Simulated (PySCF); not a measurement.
## LaBr: from constants to spectrum

UHF-CCSD(T) constants of LaBr, triplet, about 0.0 electrons in the 4f shell (Mulliken) (PySCF, spin-free X2C with a Gaussian nucleus, basis sets La x2c-SVPall, Br x2c-SVPall; masses 138.9063 and 78.9183 u):

| Property | Result |
| --- | --- |
| ωe | 226.8 cm⁻¹ |
| ωexe | 0.449 cm⁻¹ |
| Be | 0.045097 cm⁻¹ |
| αe | 0.000128 cm⁻¹ |

**Question.** What force constant and bond length do these constants imply?

**Answer.** Reduced mass μred = 50.326 u; k = 5.8918×10⁻⁷·μred·ωe² (u, cm⁻¹, mdyn/Å) = 1.53 mdyn/Å; Re = √(16.8576/(μred·Be)) (u, cm⁻¹, Å) = 2.725 Å.

**Question.** Estimate the centrifugal constant D from the Kratzer relation and find the Dunham coefficient a1.

**Answer.** D = 4Be³/ωe² = 7.13e-09 cm⁻¹; a1 = −1 − αeωe/(6Be²) = -3.38.

Correlated steps freeze 27 core orbitals. Spin–orbit coupling is left out, which matters for elements this heavy, above all for dissociation energies. The state is the lowest single determinant that the PBE0 search found; with open d or f shells the true ground state can be another one.
